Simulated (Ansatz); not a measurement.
Basis-set extrapolation for CH3F3SSi (`FC(F)(F)S[SiH3]`) (PBE0-D4/def2-TZVP geometry, frozen core, Ansatz). Multiplicity 1, RHF reference.

```json
{"": "HF", "def2-TZVPP": "-1024.586201", "def2-QZVPP": "-1024.620934"}
{"": "MP2 correlation", "def2-TZVPP": "-1.199266", "def2-QZVPP": "-1.308299"}
{"": "CCSD(T) correlation", "def2-TZVPP": "-1.279422", "def2-QZVPP": "not run"}
```

Energies in hartree. Use E(X) = E(∞) + A·exp(−7.88·√X) for Hartree–Fock and E(X) = E(∞) + B·X^(−2.97) for correlation, with X = 3 and 4, and add CCSD(T) minus MP2 of the smaller set to the MP2 limit.

Problem. What is the CCSD(T) energy at the basis-set limit?

Solution. HF limit: -1024.620934 + (-0.034733) × 0.13774 = -1024.62572. MP2 limit: -1.308299 + (-0.109033) × 0.74074 = -1.38906. Higher-order term: -1.279422 − (-1.199266) = -0.08016. Total: -1026.09494 hartree, 143.9 kcal/mol below CCSD(T)/def2-TZVPP.
